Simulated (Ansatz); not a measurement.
`C[Si](C)(C)C#Cc1ccc(-c2ccc(-c3ccc(-c4ccc(-c5ccc(-c6ccc(C#C[Si](C)(C)C)o6)o5)o4)o3)o2)o1` with charge +1. Charge 1, multiplicity 2. Geometry PBE-D4/def2-SVP, that of the neutral singlet.

```xyz
72

C     3.601   -0.129  -12.349
Si    2.494   -1.644  -12.575
C     3.479   -3.094  -13.284
C     1.029   -1.236  -13.699
C     1.849   -2.139  -10.914
C     1.411   -2.494   -9.812
C     0.901   -2.936   -8.578
C     0.280   -4.122   -8.194
C    -0.021   -4.003   -6.812
C     0.434   -2.745   -6.425
C     0.414   -2.059   -5.168
C     0.861   -0.808   -4.760
C     0.555   -0.703   -3.377
C    -0.064   -1.896   -3.020
C    -0.597   -2.389   -1.788
C    -1.217   -3.584   -1.435
C    -1.524   -3.482   -0.053
C    -1.078   -2.229    0.361
C    -1.110   -1.566    1.631
C    -1.600   -1.952    2.876
C    -1.350   -0.871    3.762
C    -0.720    0.113    3.008
C    -0.225    1.416    3.329
C     0.405    2.403    2.578
C     0.654    3.481    3.467
C     0.163    3.093    4.710
C     0.127    3.752    5.984
C     0.578    5.005    6.394
C     0.268    5.107    7.773
C    -0.354    3.914    8.137
C    -0.874    3.450    9.358
C    -1.327    3.055   10.440
Si   -2.000    2.478   12.063
C    -3.871    2.258   11.902
C    -1.595    3.794   13.360
C    -1.180    0.833   12.506
O    -0.437    3.090    7.033
O    -0.372    1.835    4.623
O    -0.574   -0.308    1.713
O    -0.513   -1.566   -0.697
O    -0.150   -2.722   -4.109
O     0.991   -2.095   -7.485
H     3.035    0.718  -11.912
H     4.454   -0.354  -11.679
H     4.008    0.198  -13.329
H     3.879   -2.841  -14.287
H     4.332   -3.353  -12.626
H     2.840   -3.995  -13.387
H     0.431   -0.399  -13.284
H     1.382   -0.940  -14.709
H     0.359   -2.112  -13.812
H     0.075   -4.970   -8.855
H    -0.509   -4.735   -6.162
H     1.352   -0.067   -5.400
H     0.754    0.137   -2.704
H    -1.416   -4.424   -2.108
H    -2.015   -4.231    0.576
H    -2.082   -2.906    3.112
H    -1.593   -0.802    4.827
H     0.650    2.337    1.513
H     1.136    4.436    3.235
H     1.072    5.753    5.764
H     0.467    5.948    8.445
H    -4.307    1.912   12.863
H    -4.361    3.213   11.624
H    -4.116    1.508   11.123
H    -1.982    3.490   14.355
H    -0.500    3.944   13.447
H    -2.054    4.769   13.095
H    -0.080    0.945   12.586
H    -1.561    0.457   13.478
H    -1.390    0.064   11.734
```

Single mean-field runs in def2-TZVP are fitted with def2-universal-jkfit.

Problem. Estimate the α-spin orbital energies around the gap (eV) in Ansatz with PBE-D4/def2-TZVP, PBE0-D4/def2-TZVP.

Solution. 
| orbital | PBE-D4/def2-TZVP | PBE0-D4/def2-TZVP |
| --- | --- | --- |
| HOMO−5 | -8.58 | -9.74 |
| HOMO−4 | -8.56 | -9.70 |
| HOMO−3 | -8.56 | -9.65 |
| HOMO−2 | -8.00 | -8.96 |
| HOMO−1 | -7.40 | -8.21 |
| HOMO | -7.02 | -7.82 |
| LUMO | -5.38 | -4.89 |
| LUMO+1 | -4.86 | -4.23 |
| LUMO+2 | -4.41 | -3.69 |
| LUMO+3 | -3.87 | -3.06 |
| LUMO+4 | -3.54 | -2.68 |
| LUMO+5 | -3.16 | -2.22 |
| β HOMO | -7.28 | -7.81 |
| β LUMO | -6.86 | -6.72 |
